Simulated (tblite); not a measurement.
Isomers of C5H3N3. Computed with GFN2-xTB (tblite): harmonic, unscaled wavenumbers at the GFN2-xTB geometry, gas phase. The method is semi-empirical: single wavenumbers can be off by several per cent or more. One conformer each.

Electronic energies: GFN2-xTB at the same geometries; isomer energies are rough at this level and their order can be wrong.

| SMILES | electronic energy, lowest = 0 (kJ/mol) |
| --- | --- |
| N#Cc1cnccn1 | 0.0 |
| N#CCC(C#N)C#N | 159.8 |
| C#Cc1cnnnc1 | 191.6 |

Problem. How do GFN2-xTB zero-point energies change the relative energies?

Solution. 
```json
{"SMILES": "N#Cc1cnccn1", "ZPE (kJ/mol)": "188.9", "of it from modes above 1550 cm⁻¹": "78.7", "electronic (kJ/mol)": "0.0", "with ZPE, lowest = 0 (kJ/mol)": "0.0", "lowest mode (cm⁻¹)": "106", "rings": "1"}
{"SMILES": "N#CCC(C#N)C#N", "ZPE (kJ/mol)": "183.7", "of it from modes above 1550 cm⁻¹": "96.3", "electronic (kJ/mol)": "159.8", "with ZPE, lowest = 0 (kJ/mol)": "154.7", "lowest mode (cm⁻¹)": "49", "rings": "0"}
{"SMILES": "C#Cc1cnnnc1", "ZPE (kJ/mol)": "182.4", "of it from modes above 1550 cm⁻¹": "70.4", "electronic (kJ/mol)": "191.6", "with ZPE, lowest = 0 (kJ/mol)": "185.2", "lowest mode (cm⁻¹)": "92", "rings": "1"}
```

The zero-point energies span 6.5 kJ/mol, from `C#Cc1cnnnc1` to `N#Cc1cnccn1`. The order is unchanged.

Problem. What do entropy and thermal enthalpy add at 298.15 K and 1 bar (rigid rotor, harmonic oscillator, one conformer each)?

Solution. 
```tsv
SMILES	point group	symmetry number	S (J/(mol K))	H − H(0) (kJ/mol)	ZPE + H − H(0) − TS (kJ/mol)
N#Cc1cnccn1	Cs	1	334.7	19.11	108.2
N#CCC(C#N)C#N	C1	1	372.4	23.40	96.1
C#Cc1cnnnc1	C2v	2	337.1	20.34	102.3
```
